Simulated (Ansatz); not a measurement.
# AlH2Br (SMILES [H][Al]([H])[Br]): the energy, rung by rung

AlH2Br: 4 atoms, total charge 0, spin state singlet. As SMILES, `[H][Al]([H])[Br]`. Geometry: a GFN2-xTB relaxation, a rough one for these elements and not checked as a minimum.

```xyz
4

Al    0.0860    0.1433    0.0012
H     1.6199    0.1412    0.0119
H    -0.6406    1.4941   -0.0212
Br   -1.0652   -1.7787    0.0081
```

Quantity: the energy change with the Al1–H3 bond stretched from 1.534 to 3.068 Å, in eV. The values are calculated.

```json
{"level": "HF/STO-3G (restricted)", "kind": "Hartree–Fock", "program": "Ansatz", "value (eV)": "7.91", "CPU time (all runs)": "0.38 s"}
{"level": "SVWN5/STO-3G (restricted)", "kind": "LDA", "program": "Ansatz", "value (eV)": "5.64", "CPU time (all runs)": "1.8 s"}
{"level": "revPBE/STO-3G (restricted)", "kind": "GGA", "program": "Ansatz", "value (eV)": "5.38", "CPU time (all runs)": "2.7 s"}
{"level": "r2SCAN/STO-3G (restricted)", "kind": "meta-GGA", "program": "Ansatz", "value (eV)": "5.84", "CPU time (all runs)": "6.4 s"}
{"level": "PBE0/STO-3G (restricted)", "kind": "global hybrid", "program": "Ansatz", "value (eV)": "6.17", "CPU time (all runs)": "2.6 s"}
{"level": "r2SCAN0/STO-3G (restricted)", "kind": "hybrid meta-GGA", "program": "Ansatz", "value (eV)": "6.40", "CPU time (all runs)": "6.3 s"}
{"level": "wB97X/STO-3G (restricted)", "kind": "range-separated hybrid", "program": "Ansatz", "value (eV)": "6.75", "CPU time (all runs)": "11 s"}
{"level": "B2PLYP/STO-3G (restricted)", "kind": "double hybrid", "program": "Ansatz", "value (eV)": "5.99", "CPU time (all runs)": "3.8 s"}
{"level": "RPA@PBE/STO-3G (restricted)", "kind": "RPA", "program": "Ansatz", "value (eV)": "5.31", "CPU time (all runs)": "4.1 s"}
{"level": "CCSD/STO-3G (restricted)", "kind": "coupled cluster or CI", "program": "Ansatz", "value (eV)": "4.85", "CPU time (all runs)": "0.6 s"}
```

All-electron rows without a relativistic Hamiltonian named are non-relativistic. The first shape isn't each level's own minimum. The values span 4.85 to 7.91 eV. All rows use very small basis sets, so even the best lies far from the true value. In the correlated wave-function rows the outer d shell of Br is correlated, in sets not made for it. Times are those of the runs behind each value, whatever else they computed, on shared processors of several kinds: orders of magnitude only.
